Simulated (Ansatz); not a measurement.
thiourea (CH₄N₂S), singlet, at a GFN2-xTB geometry. Base run: BLYP/6-31G* (Ansatz, a program for electronic structure).

The Ansatz input:
Ansatz 0.2 input:
```yaml
crystal:
  periodic: [false, false, false]
  atoms:
    - {symbol: N, position_ang: [0.84063889, -1.21868002, -0.43521389]}
    - {symbol: C, position_ang: [-0.07340802, -0.30783895, -0.02671367]}
    - {symbol: N, position_ang: [-1.31379611, -0.76552040, 0.26302879]}
    - {symbol: S, position_ang: [0.30715846, 1.28807913, 0.11177703]}
    - {symbol: H, position_ang: [0.67514581, -2.20504393, -0.31991705]}
    - {symbol: H, position_ang: [1.79486212, -0.90665769, -0.49376199]}
    - {symbol: H, position_ang: [-1.60346404, -1.68788922, -0.01790421]}
    - {symbol: H, position_ang: [-2.02853056, -0.07323863, 0.40872847]}
basis:
  gaussian:
    orbitals: 6-31G*
hamiltonian:
  xc: blyp
```

Variants of this job, named by their change:

| change | ΔE vs base (kcal/mol) |
|---|---|
| base | 0.000 |
| final_grid = 10, 20, 41 | -0.001 |
| accuracy = high | 0.000 |
| nuclear_model = gaussian | 0.206 |
| forces = on | 0.000 |
| point_charge = charge:1.0 position_ang:-0.1336, -4.477, -3.5088 | 6.75 |
| point_charge = charge:0.5 position_ang:0.2788, -5.5891, -1.5139 | 5.30 |
| final_grid = 6, 12, 29 | 0.005 |
| lower_state_search = full | 0.000 |
| lower_state_search = off | 0.000 |
| fitting.mean_field = cc-pVTZ-JKFIT | -0.029 |
